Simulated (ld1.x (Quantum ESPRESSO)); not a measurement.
## As: one change to a TM potential, before and after

ld1.x (Quantum ESPRESSO) 7.5 input, shortened:

```
&input
   title='As', zed=33., rel=1, dft='BLYP', iswitch=3,
   config='[Ar] 3d10 4s2 4p3'
 /
 &inputp
   pseudotype=2, tm=.true., lloc=0,
   nlcc=.false.
 /
3
4P  2  1   3.00   0.00  1.55  1.55  0.0
3D  3  2  10.00   0.00  0.90  0.90  0.0
4S  1  0   2.00   0.00  1.70  1.70  0.0
 &test
   configts(1)='3d10 4s2 4p3'
 /
```

Change: local potential the p channel.

Cutoffs: the cutoffs (Ry, on a coarse ladder) from which the occupation-weighted sum of valence levels, in a spherical-Bessel basis at the reference potential, stays within 10 and 1 mRy of its value at 400 Ry; they do not see the model core or the augmentation charge, which bear on the density cutoff. Errors are all-electron minus pseudo energies relative to the spin-unpolarised reference configuration.

Problem. How do hardness, ghosts and transferability respond?

Solution. Of the 7 tests that both files solve, the error grows in 1 and shrinks in 2 by more than 15 % and 0.3 meV (median size 5.8 → 5.0 meV); neither file shows a bound ghost.

| quantity | base | changed |
| --- | --- | --- |
| cutoff, loose | 300 Ry | 300 Ry |
| cutoff, tight | over 300 Ry | over 300 Ry |
| loose cutoff by channel (10 mRy a level) | p 12 Ry, d 260 Ry, s 18 Ry | s 18 Ry, d 260 Ry, p 6 Ry |
| bound ghosts | none | none |
| error for 3d10 4s2 4p2, meV [ΔE 9.03 eV] | -0.1 | +0.5 |
| error for 3d10 4s2 4p1, meV [ΔE 26.89 eV] | +5.8 | +5.0 |
| error for 3d10 4s2 4p0, meV [ΔE 54.64 eV] | +32 | +13 |
| error for 3d10 4s1 4p0, meV [ΔE 105.48 eV] | +107 | +72 |
| error for 3d9 4s2 4p3, meV [ΔE 50.70 eV] | -989 | -1007 |
| error for 3d10 4s2 4p3.3, meV [ΔE -1.20 eV] | +0.2 | +0.3 |
| error for 3d10 4s0 4p5, meV [ΔE 19.20 eV] | -2.3 | +2.2 |
| s: phases at 1.84 bohr within 0.05 rad from the reference energy up to (Ry; the scan ends near 5) | 4.9 | to the end of the scan |
| p: phases at 1.84 bohr within 0.05 rad from the reference energy up to (Ry; the scan ends near 5) | to the end of the scan | to the end of the scan |
| d: phases at 1.84 bohr within 0.05 rad from the reference energy up to (Ry; the scan ends near 5) | -0.1 | -0.5 |
